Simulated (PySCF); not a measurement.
A species of formula C6H10N2Si has this rotational fingerprint, computed with PBE0/pcSseg-1 in PySCF (dipole) on a GFN2-xTB geometry, gas phase:

| Item | Value |
| --- | --- |
| Rotational constants | A = 2035, B = 1078, C = 887.3 MHz |
| Dipole components | \|μa\| = 0.29 D, \|μb\| = 0.45 D, \|μc\| = 1.12 D |
| Inertial defect | -147.79 u·Å² |
| κ | -0.67 |

Question: Which candidate fits, each taken in the one conformer that was computed?
A. `[SiH3:1][c:2]1[cH:3][cH:4][n:5][n:6]1[CH:7]1[CH2:8][CH2:9]1` with N5–N6–C7–C8 -43°
B. `[cH:1]1[cH:2][n:3]([C@@H:4]2[CH2:5][CH2:6][SiH2:7]2)[cH:8][n:9]1` with C2–N3–C4–C5 -124°, N3–C4–C5–C6 -131°, C4–C5–C6–Si7 9°, C5–C6–Si7–C4 -7°, N3–C4–Si7–C6 126°
C. `[CH:1]#[C:2][Si@@:3]1([NH:4][CH3:5])[CH:6]=[CH:7][CH2:8][NH:9]1` with C2–Si3–N4–C5 -34°
D. `[CH3:1][NH:2][C@@H:3]1[SiH2:4][C@@:5]12[CH2:6][C@H:7]2[C:8]#[N:9]` with C1–N2–C3–Si4 -78°
E. `[SiH3:1][NH:2][NH:3][c:4]1[cH:5][cH:6][cH:7][cH:8][cH:9]1` with Si1–N2–N3–C4 -65°, N2–N3–C4–C5 -27°

Answer: C. It is C#C[Si@@]1(NC)C=CCN1, an asymmetric top, point group C1. The candidates at the same level (rigid rotor, commonest isotopes):

```csv
SMILES,A (MHz),B (MHz),C (MHz),μa (D),μb (D),μc (D),Δ (u·Å²),point group,rotor
[SiH3]c1ccnn1C1CC1,2004,1214,811.1,0.37,1.53,0.01,-45.25,near Cs,asymmetric top
CN[C@@H]1[SiH2][C@@]12C[C@H]2C#N,1713,1226,806.3,3.14,2.99,0.30,-80.41,C1,asymmetric top
C#C[Si@@]1(NC)C=CCN1,2035,1078,887.3,0.29,0.45,1.12,-147.79,C1,asymmetric top
[SiH3]NNc1ccccc1,3198,793.3,715.9,0.73,0.01,0.11,-89.15,C1,near-prolate asymmetric top
c1cn([C@@H]2CC[SiH2]2)cn1,3490,851.9,836.4,3.94,0.97,1.90,-133.85,C1,near-prolate asymmetric top
```

`CN[C@@H]1[SiH2][C@@]12C[C@H]2C#N` has A 16 % too low; `[SiH3]c1ccnn1C1CC1` has B 13 % too high; `[SiH3]NNc1ccccc1` has A 57 % too high; `c1cn([C@@H]2CC[SiH2]2)cn1` has A 71 % too high. No structure here is proved a minimum.
